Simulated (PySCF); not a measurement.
**Polarisability and C₆ of S⁺ (sulfur, charge +1)**

[Ne] 3s1 3p3 3d1, high-spin 6D determinant (an excited configuration). Calculation: PySCF 2.14, in aug-cc-pV(Q+d)Z with one added diffuse shell each of s, p, d, f, g type (8s7p6d4f3g, 114 functions); no relativity, point nucleus. Coupled (time-dependent) response in atomic units; α is the mean over directions.

```csv
method,mean α (bohr³),"α xx, yy, zz",C₆ (like pair),S(−4)
PBE0,34.84,"44.93, 44.93, 14.68",165.2,2784
```

S(−4) is the Cauchy moment in α(ω) = α(0) + S(−4) ω² + …

α(iu) at PBE0:

| u (hartree) | α(iu) (bohr³) |
| --- | --- |
| 0 | 34.84 |
| 0.0500 | 29.63 |
| 0.100 | 22.67 |
| 0.200 | 15.21 |
| 0.300 | 11.39 |
| 0.500 | 7.214 |
| 0.750 | 4.532 |
| 1.00 | 3.070 |
| 1.50 | 1.659 |
| 2.00 | 1.042 |
| 3.00 | 0.5352 |
| 5.00 | 0.2357 |

For an ion, C₆ is the dispersion term alone; charge-induced terms of lower order in 1/R come first.

The components differ because the open shell of this determinant is not spherical; for a pure term their mean is the scalar polarisability.

The outer electron is Rydberg-like, and this basis confines it to a smaller radius and binds it less than a complete one would.
